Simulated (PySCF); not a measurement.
## Energy of Nb (niobium, neutral) between two integer charges

The 5s alpha orbital of [Kr] 4d4 5s1 is emptied in steps (occupation f), with all orbitals relaxed, ending at [Kr] 4d4. Computed with PySCF 2.14 in aug-cc-pVDZ-PP with ECP28MDF (5s5p4d2f, 54 functions), with a scalar-relativistic core potential. The exact energy is a straight line in f; departures are measured from the line between the end points of the same method.

| f | UHF (eV) |
| --- | --- |
| 1 | 0.000 |
| 0.9 | 0.021 |
| 0.7 | 0.047 |
| 0.5 | 0.055 |
| 0.3 | 0.044 |
| 0.1 | 0.018 |
| 0 | 0.000 |

| method | E(f=0) − E(f=1) (eV) | −ε at f=1 (eV) | −ε at f=0.5 (eV) |
| --- | --- | --- | --- |
| UHF | 5.998 | 6.237 | 5.989 |

Orbital energy along the path (eV):

```json
{"f": "1", "UHF": "-6.237"}
{"f": "0.9", "UHF": "-6.182"}
{"f": "0.7", "UHF": "-6.080"}
{"f": "0.5", "UHF": "-5.989"}
{"f": "0.3", "UHF": "-5.906"}
{"f": "0.1", "UHF": "-5.831"}
{"f": "0", "UHF": "-5.796"}
```

Reference removal energy between the ground levels: 6.759 eV (measured; NIST Atomic Spectra Database, ionization energies). The calculation has no spin-orbit coupling. UHF lacks correlation.
